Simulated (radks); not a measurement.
The numbers below are computed, except where a source is named.
Ionisation of neutral gallium, [Ar] 3d10 4s2 4p1, to [Ar] 3d10 4s2 as the strength of local exchange is varied. Level of theory: Dirac Kohn-Sham, Slater X-alpha exchange (alpha = 2/3 is LDA exchange), no correlation, spin-unpolarised, spherical densities, finite nucleus; open shells are shared between the two j in proportion to 2j + 1; Fermi nuclear charge, rms radius 3.9973 fm (a radial shooting solver on a logarithmic mesh with Libxc functionals).

alpha  E(Ga) (hartree)  exchange (hartree)  IE (eV)  -e of the level emptied (eV)  <r> of it (bohr)
0.643      -1935.96149           -67.28714    4.792                 1.748 (4p3/2)             3.647
0.667      -1938.47469           -69.89351    4.935                 1.858 (4p3/2)             3.592
0.708      -1942.77597           -74.36167    5.184                 2.052 (4p3/2)             3.504
0.718      -1943.82658           -75.45445    5.246                 2.101 (4p3/2)             3.484
0.743      -1946.45567           -78.19152    5.401                 2.224 (4p3/2)             3.434
0.801      -1952.56938           -84.56962    5.771                 2.523 (4p3/2)             3.327
0.96       -1969.43106          -102.25518    6.844                 3.421 (4p3/2)             3.082
1.013      -1975.08464          -108.21554    7.221                 3.745 (4p3/2)             3.012

NIST Atomic Spectra Database: 5.999 eV (measured). The Delta-SCF value meets it near alpha = 0.83. Spin polarisation and multiplet splitting are left out, so open shells lie too high by an amount that depends on their filling. Sharing an open shell by 2j + 1 raises it above the true ground level by a part of the spin-orbit splitting, which enters the differences from NIST.

Beside tabulated values, note that spin-unpolarised runs miss the spin-polarisation part of the exchange energy of open shells.
